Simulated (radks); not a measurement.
In III, 47 electrons, occupied as [Kr] 4d10 4f1 (not the ground configuration). All-electron calculation, scalar-relativistic Kohn-Sham, PBEsol, spin-polarised, spherical densities, finite nucleus; open shells are filled with parallel spins first (spin-orbit coupling, left out, can overturn this in heavy ions); Fermi nuclear charge, rms radius 4.6156 fm. Program: a radial shooting solver on a logarithmic mesh with Libxc functionals.

Normalised radial functions P(r) = r R(r), r in bohr:

r	4f up
0.002223	0.0000
0.003037	0.0000
0.004115	0.0000
0.005622	0.0000
0.007681	0.0000
0.01041	0.0000
0.01422	0.0000
0.01943	0.0000
0.02654	0.0000
0.03597	0.0000
0.04914	0.0001
0.06714	0.0002
0.09172	0.0006
0.1243	0.0016
0.1698	0.0037
0.232	0.0080
0.317	0.0154
0.4296	0.0265
0.5868	0.0420
0.8017	0.0615
1.087	0.0864
1.484	0.1259
2.028	0.1904
2.77	0.2855
3.755	0.4014
5.129	0.4662
7.008	0.3593
9.573	0.1581
12.97	0.0370
17.73	0.0033

4f up: eigenvalue -6.470 eV, 0 radial nodes, <r> = 5.50 bohr, 90 % of the charge inside 8.04 bohr.
